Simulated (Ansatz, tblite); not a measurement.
Cost and result up the ladder for the cluster Sb₂As⁺ (the lowest singlet isomer of a short search) (3 atoms). Charge 1, multiplicity 1. Geometry: PBE-D4/def2-TZVP.

```csv
atom,x (Å),y (Å),z (Å)
As1,-1.2393,0.1865,0.6962
Sb2,0.0108,0.2638,-1.5277
Sb3,1.2285,-0.4503,0.8315
```

Ansatz on 4 threads of Intel Xeon on a shared host; xTB runs through tblite on one thread. Times are rough, summed over both states, and most runs start from the orbitals of an earlier one. RPA@PBE/def2-TZVP serves as the yardstick here, not as an exact answer. The other state is a quintet at its own geometry.

In the def2 sets Sb takes a core potential; there is no spin–orbit coupling. The xTB rows come from tblite. HSE06 is defined as in plane-wave codes, on full-range PBE exchange. Correlated methods freeze 17 core orbitals; core or outer-core shells of As, Sb are correlated, in sets that lack core-valence functions. At PBE0-D4/def2-TZVP a singlet of charge 1 lies 2.63 eV below the quintet, each at its own geometry. The structure comes from a short search, and lower isomers may exist.

Run but left out: HF/def2-TZVP (singlet: restricted singlet, unstable towards broken spin symmetry).

Correlated methods converge slowly with the basis.

xTB has no spin-polarisation term.

| level | functions | wall time | quintet − singlet (eV) | difference from RPA@PBE/def2-TZVP (eV) | remarks |
| --- | --- | --- | --- | --- | --- |
| GFN1-xTB | 27 | 0.019 s | 3.62 | 0.85 | – |
| GFN2-xTB | 27 | 0.02 s | 2.68 | -0.08 | – |
| LDA (SPW92)/def2-TZVP | 148 | 7.3 s | 3.38 | 0.62 | – |
| PBE-D4/def2-TZVP | 148 | 10 s | 2.85 | 0.09 | – |
| r2SCAN-D4/def2-TZVP | 148 | 17 s | 2.56 | -0.20 | – |
| HSE06-D4/def2-TZVP | 148 | 19 s | 2.61 | -0.15 | – |
| PBE0-D4/def2-TZVP | 148 | 21 s | 2.63 | -0.14 | – |
| MP2/def2-TZVP | 148 | 21 s | 3.28 | 0.51 | restricted SCF unstable (singlet) |
| RPA@PBE/def2-TZVP | 148 | 23 s | 2.76 | 0.00 | – |
| r2SCAN0-D4/def2-TZVP | 148 | 23 s | 2.38 | -0.38 | – |
| B97M-V/def2-TZVP (with forces) | 148 | 28 s | 2.78 | 0.02 | – |
